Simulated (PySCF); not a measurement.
**Calculated NMR parameters of C=C[C@@]1(C)C[C@H]1C(=O)F**

```
Formula                               : C7H9FO
SMILES                                : C=C[C@@]1(C)C[C@H]1C(=O)F
Point group of the computed structure : C1
Degrees of unsaturation               : 3
Carbon signals                        : 7
Proton signals                        : 7
```

Structure with atom numbers: `[CH2:1]=[CH:2][C@@:3]1([CH3:4])[CH2:5][C@H:6]1[C:7](=[O:8])[F:9]`. Hydrogens are named by the atom that carries them. Ha(C1) is cis to C3; Ha(C5) is cis to C7 on the ring; Hb(C1) is trans to C3; Hb(C5) is trans to C7 on the ring.

Computational details: GIAO PBE0/pcSseg-1 shieldings, GFN2-xTB geometry, in PySCF 2.14.0 with density-fitted response routines (non-relativistic Hamiltonian, one computed conformer, fast rotation and ring inversion assumed for equivalent nuclei, no solvent model).

Chemical shifts δ = σref − σ; TMS for 1H (31.72 ppm) and 13C (186.93 ppm); 19F (170.95 ppm) against CFCl3; H2O for 17O (336.08 ppm), all at this level.

| carbon | δC, type | δH (multiplicity) | HMBC from (2–3 bonds) | span of the C tensor (ppm) |
| --- | --- | --- | --- | --- |
| C1 | 121.4, CH2 | Ha(C1) 5.52 (m); Hb(C1) 5.62 (m) | H(C2) | 220 |
| C2 | 146.6, CH | 6.54 (m) | Hb(C1), Ha(C1), H(C6), Ha(C5), H(C4), Hb(C5) | 238 |
| C3 | 35.6, C | – | H(C2), Hb(C1), Ha(C1), H(C6), Ha(C5), H(C4), Hb(C5) | 69 |
| C4 | 22.9, CH3 | 1.38 (s) | H(C2), H(C6), Ha(C5), Hb(C5) | 37 |
| C5 | 29.6, CH2 | Hb(C5) 1.34 (m); Ha(C5) 1.48 (m) | H(C2), H(C6), H(C4) | 46 |
| C6 | 28.4, CH | 1.79 (m) | H(C2), Ha(C5), H(C4), Hb(C5) | 78 |
| C7 | 172.9, C | – | H(C6), Ha(C5), Hb(C5) | 205 |

Other nuclei:
| atoms | nucleus | environment | δ (ppm) | σ (ppm) |
| --- | --- | --- | --- | --- |
| F9 | 19F | fluorine bonded to C | 71.3 | 99.6 |
| O8 | 17O | carbonyl oxygen | 426.0 | -90.0 |

1. Carbon types of the structure: 2 × C, 2 × CH, 2 × CH2, 1 × CH3, which accounts for all hydrogens.
2. δC 172.9: carbonyl carbon.
3. δC 146.6: alkene CH; the olefinic region.
4. δC 121.4: terminal =CH2 carbon; an sp2 carbon of a C=C bond.
5. δC 22.9: methyl carbon; a saturated carbon with 1 carbon neighbour and no heteroatom attached.
6. δH 5.62, 5.52: hydrogen on a terminal =CH2 carbon; olefinic region.

Splittings by 19F in the carbon and heteronuclear signals aren't shown, as no couplings were computed. Shifts are as computed. Against solution values, carbons near 30 ppm lie about +3 ppm off and those near 130 ppm about +5 ppm. Of 1211 compounds with measured shifts, 218 miss one by over three times the rms of a fit or turn the order of signals round; such compounds aren't used in these exercises. Unscaled 19F shifts against computed CFCl3 carry errors that often reach 10 to 50 ppm. Unscaled 17O shifts of doubly bonded oxygen tend to come out too high, by tens of ppm or more. Experimental scales use liquid or dissolved standards, which lie at an offset from isolated H2O (liquid H2O: subtract about 36 ppm). Multiplicities follow the n + 1 count of equivalent neighbours, as no J values were calculated; m marks all less simple cases, F and P coupling included.
